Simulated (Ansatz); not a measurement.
Relaxation of BFH$_{4}$OSi (8 atoms, charge 0, multiplicity 1), to a largest force component of 0.02 eV/Å in at most 50 steps.

Computed with Ansatz 0.2.0, RKS PBE0-D4/6-31G*.

```xyz
8
Properties=species:S:1:pos:R:3:forces:R:3
B -1.220 0.294 0.306 -1.24 1.08 -1.75
Si 0.537 -0.363 0.241 -1.20 -3.30 3.56
O 1.491 0.654 -0.750 -0.15 -0.39 -0.44
F 0.598 -1.909 -0.402 0.49 1.17 0.01
H -2.097 -0.228 0.903 -0.11 -0.16 0.45
H -1.539 1.337 -0.304 0.37 -0.37 0.87
H 2.090 1.018 -0.051 0.53 0.55 -1.14
H 1.208 0.554 -1.661 1.31 1.42 -1.57
```

Question: Where does it end, and by what steps?

Answer: It converged. The force dipped under the threshold on the way, but the program's further checks kept it going. After 19 steps the energy has fallen by 1.796 eV; H8 moved furthest, 0.80 Å.

```csv
step,energy less start (eV),largest force component (eV/Å),accepted
0,0.0000,3.564,yes
1,-0.6916,2.327,yes
2,-1.2879,1.579,yes
3,-1.6303,1.587,yes
4,-1.7176,1.209,yes
5,-1.7613,0.692,yes
6,-1.7702,0.601,yes
7,-1.7805,0.103,yes
8,-1.7822,0.077,yes
9,-1.7739,0.810,no
10,-1.7863,0.081,yes
11,-1.7875,0.335,yes
12,-1.7885,0.279,yes
13,-1.7845,0.188,no
14,-1.7934,0.156,yes
15,-1.7945,0.091,yes
16,-1.7948,0.045,yes
17,-1.7953,0.017,yes
18,-1.7954,0.047,yes
19,-1.7955,0.005,yes
```

```xyz
8
Properties=species:S:1:pos:R:3
B -1.253 0.224 0.125
Si 0.501 -0.572 0.561
O 1.482 0.461 -0.913
F 0.806 -2.024 -0.119
H -2.274 -0.190 0.601
H -1.278 1.393 -0.202
H 2.234 0.940 -0.536
H 0.849 1.124 -1.233
```

Whether the end is a true minimum wasn't checked by a vibrational analysis.

The run took 42 s on 1 thread of Intel(R) Xeon(R) Platinum 8488C (Sapphire Rapids), on a shared host, peak memory 0.17 GiB.
